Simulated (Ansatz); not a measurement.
Reactions of `FC(F)CBr`.

Calculated with Ansatz (gas phase, PBE0-D4/def2-TZVP geometries, no zero-point term in ΔE). CBS: MP2 limit from def2 TZ/QZ plus the TZ coupled-cluster correction, frozen cores. This one scheme is used for every species. Functionals use def2-TZVPP. B3LYP here is the variant with VWN-RPA as its local correlation; programs differ in this. For Br, Ge outer-core shells are correlated without core-valence functions, which leaves a few kJ/mol of doubt a bond. Scalar relativity is left out up to krypton. One conformer a species, not always the lowest.

| reaction | ωB97X-V (kJ/mol) | B3LYP-D4 (kJ/mol) | CCSD/CBS(def2) (kJ/mol) | MP2/CBS(def2) (kJ/mol) | CCSD(T)/CBS(def2) (kJ/mol) |
| --- | --- | --- | --- | --- | --- |
| `FC(F)CBr` + `[SiH3][GeH3]` → `F[CH](F)[GeH2][SiH3]` + `CBr` | 12 | 6 | 12 | 12 | 11 |
| `FC(F)CBr` + `OCF` → `FCOC(F)F` + `CBr` | -7 | -5 | 0 | 4 | 0 |
| `FC(F)CBr` + H₂ → `CC(F)F` + HBr | -92 | -91 | -96 | -86 | -91 |
| `FC(F)CBr` + HBr → `BrCBr` + `FCF` | 46 | 39 | 44 | 38 | 43 |
| `FC(F)CBr` + `OCF` → `FCOCC(F)F` + HBr | 11 | 14 | 16 | 24 | 17 |
| `FC(F)CBr` + `FCCl` → `FC(Cl)CBr` + `FCF` | 2 | 1 | 0 | -5 | -2 |

Largest T1 diagnostic: 0.012, for `F[CH](F)[GeH2][SiH3]`.
